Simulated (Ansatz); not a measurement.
Frontier orbitals of C$_{2}$H$_{6}$AlNO (`CC1[NH][AlH][O]1`).

Total charge 0; spin multiplicity 1. Geometry: relaxed with PBE0-D4/def2-TZVP. Basis def2-TZVPP, the Gaussian-basis code of Ansatz.

```
             functional  HOMO (eV)  LUMO (eV)  gap (eV)
                    PBE      -5.54      -1.11      4.43
                 revPBE      -5.47      -1.02      4.45
                   PBE0      -6.83      -0.37      6.46
                  B3LYP      -6.62      -0.60      6.02
                r2SCANh      -6.26      -0.50      5.76
                r2SCAN0      -7.00      -0.15      6.85
HSE06 (plane-wave form)      -6.43      -0.74      5.69
                  BHLYP      -8.07       0.32      8.39
              CAM-B3LYP      -8.25       0.51      8.76
                ωB97M-V      -9.17       1.17     10.34
```

A quarter of exact exchange (PBE0) shifts PBE's HOMO by −1.29 eV and its LUMO by +0.73 eV; full exchange at long range (ωB97M-V) shifts them by −3.64 and +2.28 eV. The gap opens from 4.43 to 10.35 eV, since occupied levels lose self-interaction and empty ones feel all the electrons. A positive LUMO is unbound and depends on the basis.

B3LYP here is the variant with VWN-RPA as its local correlation; programs differ in this.
